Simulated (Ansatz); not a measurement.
`CCSBCl`. Total charge 0; spin multiplicity 1. The structure was optimised at the PBE0-D4/def2-TZVP level. It is one conformer, not always the lowest.

```xyz
11

C     0.953   -0.211    1.127
C     0.364    0.849    0.220
S     0.244    0.310   -1.511
B    -1.277   -0.573   -1.640
Cl   -2.407   -0.801   -0.319
H     1.051    0.178    2.144
H     1.942   -0.521    0.784
H     0.312   -1.094    1.161
H     0.994    1.740    0.193
H    -0.630    1.151    0.548
H    -1.546   -1.029   -2.706
```

(1) What is the dipole moment at PBE/def2-TZVPP? (An estimate is asked.)

(2) And with r2SCAN, B3LYP, ωB97M-V? (Best estimate.)

(3) Give the Mulliken charges with PBE, r2SCAN, ωB97M-V in def2-TZVPP. (An estimate is asked.)

Results:

(1) The calculation gave: 1.83 D, with components (1.03, 0.74, 1.33) D in this frame, pointing from negative to positive charge.

(2) Computed: r2SCAN 1.83 D, B3LYP 1.74 D, ωB97M-V 1.70 D.

(3) Ansatz gave: 
```json
{"atom": "C1", "PBE": "-0.24", "r2SCAN": "-0.14", "ωB97M-V": "-0.28"}
{"atom": "C2", "PBE": "-0.08", "r2SCAN": "0.02", "ωB97M-V": "-0.20"}
{"atom": "S3", "PBE": "-0.08", "r2SCAN": "-0.09", "ωB97M-V": "-0.04"}
{"atom": "B4", "PBE": "0.05", "r2SCAN": "0.08", "ωB97M-V": "-0.02"}
{"atom": "Cl5", "PBE": "-0.15", "r2SCAN": "-0.17", "ωB97M-V": "-0.13"}
{"atom": "H6", "PBE": "0.08", "r2SCAN": "0.05", "ωB97M-V": "0.11"}
{"atom": "H7", "PBE": "0.09", "r2SCAN": "0.05", "ωB97M-V": "0.11"}
{"atom": "H8", "PBE": "0.09", "r2SCAN": "0.06", "ωB97M-V": "0.10"}
{"atom": "H9", "PBE": "0.11", "r2SCAN": "0.07", "ωB97M-V": "0.13"}
{"atom": "H10", "PBE": "0.09", "r2SCAN": "0.06", "ωB97M-V": "0.13"}
{"atom": "H11", "PBE": "0.03", "r2SCAN": "0.02", "ωB97M-V": "0.09"}
```

B3LYP here is the variant with VWN-RPA as its local correlation; programs differ in this.
